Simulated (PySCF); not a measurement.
# [BiCl4]−: from a saddle point downhill

PySCF 2.14.0, RKS PBE, Bi def2-SVP with ECP60, Cl def2-SVP; non-relativistic Hamiltonian with scalar-relativistic core potentials where named; density fitting; no spin-orbit coupling. Relaxed within the symmetry of its start, the geometry (D4h) is

```xyz
5

Bi    0.0000    0.0000    0.0000
Cl    2.6505    0.0000    0.0000
Cl    0.0000    2.6505    0.0000
Cl   -2.6505    0.0000    0.0000
Cl    0.0000   -2.6505    0.0000
```

and its lowest harmonic modes are -88, -64, 77, 77, 103, 237 cm⁻¹ (negative: unstable). It was moved along the lowest mode and relaxed again, within the group C4v that the move left.

Task: Where does it end, and how much lower?

Result: In C4v, 0.342 eV lower, after 4 steps:
```xyz
5

Bi    0.0000    0.0000    0.4792
Cl    2.4822    0.0000   -0.3280
Cl    0.0000    2.4822   -0.3280
Cl   -2.4822    0.0000   -0.3280
Cl    0.0000   -2.4822   -0.3280
```

Task: How do the contacts change?

Result: 
```json
{"contact": "Bi1–Cl2 (Cl)", "saddle (Å)": "2.651", "end (Å)": "2.610"}
{"contact": "Bi1–Cl3 (Cl)", "saddle (Å)": "2.651", "end (Å)": "2.610"}
{"contact": "Bi1–Cl4 (Cl)", "saddle (Å)": "2.651", "end (Å)": "2.610"}
{"contact": "Bi1–Cl5 (Cl)", "saddle (Å)": "2.651", "end (Å)": "2.610"}
```


Task: Is the end a minimum?

Result: Probably not: 1 of the modes stay unstable (below −25 cm⁻¹), though so soft as to be near the noise; lowest modes -49, 97, 114, 114, 134, 237 cm⁻¹.

State: singlet.
